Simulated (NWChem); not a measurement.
Molecule: tert-butyl chloride (C₄H₉Cl); SMILES ClC(C)(C)C

Results from NWChem. Medium grid unless said otherwise, to which SCAN and Minnesota functionals are sensitive. The geometry was optimised at PBE0/def2-SVP.

For level MPW1K/def2-SVP:

```yaml
highest occupied level (eV): -9.10
orbital gap (eV): 10.97
```

**Question.** How do the values read with level M06-L/def2-SVP instead?

**Answer.** The highest occupied level (eV) is -6.90 and the orbital gap (eV) is 7.18.
